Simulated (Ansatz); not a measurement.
Start from `C[N]=[Mo]([F])([F])([F])[F]` and change one atom or group to get `C[N]=[Mo]([F])([F])([F])[O]C`.

Ansatz, PBE0-D4/def2-TZVP geometries, multiplicity 1. Each molecule was computed in one conformer, which needn't be the lowest.

Elements past krypton have def2 core potentials.

```json
{"property": "LUMO energy (PBE0/def2-TZVPP) / eV", "`C[N]=[Mo]([F])([F])([F])[F]`": "-3.76"}
{"property": "HOMO–LUMO gap (ωB97M-V/def2-TZVPP) / eV", "`C[N]=[Mo]([F])([F])([F])[F]`": "10.31"}
{"property": "size of the dipole moment (ωB97M-V/def2-TZVPP) / D", "`C[N]=[Mo]([F])([F])([F])[F]`": "4.45"}
{"property": "size of the dipole moment (PBE/def2-TZVPP) / D", "`C[N]=[Mo]([F])([F])([F])[F]`": "4.07"}
{"property": "HOMO–LUMO gap (PBE0/def2-TZVPP) / eV", "`C[N]=[Mo]([F])([F])([F])[F]`": "5.73"}
{"property": "HOMO energy (ωB97M-V/def2-TZVPP) / eV", "`C[N]=[Mo]([F])([F])([F])[F]`": "-11.78"}
```

Question: What does the change do to each property? (Best estimate.)

Answer: The calculation gave: 
```tsv
property	`C[N]=[Mo]([F])([F])([F])[O]C`	shift
LUMO energy (PBE0/def2-TZVPP) / eV	-3.16	0.60
HOMO–LUMO gap (ωB97M-V/def2-TZVPP) / eV	9.90	-0.41
size of the dipole moment (ωB97M-V/def2-TZVPP) / D	5.08	0.63
size of the dipole moment (PBE/def2-TZVPP) / D	4.78	0.71
HOMO–LUMO gap (PBE0/def2-TZVPP) / eV	5.42	-0.31
HOMO energy (ωB97M-V/def2-TZVPP) / eV	-10.85	0.93
```

With PBE0 the HOMO rises by 0.91 eV and the LUMO rises by 0.60 eV, so the gap narrows by about 0.31 eV. PBE moves the HOMO by 0.82 eV and ωB97M-V by 0.93 eV. Dipoles are sizes alone; their direction can turn.
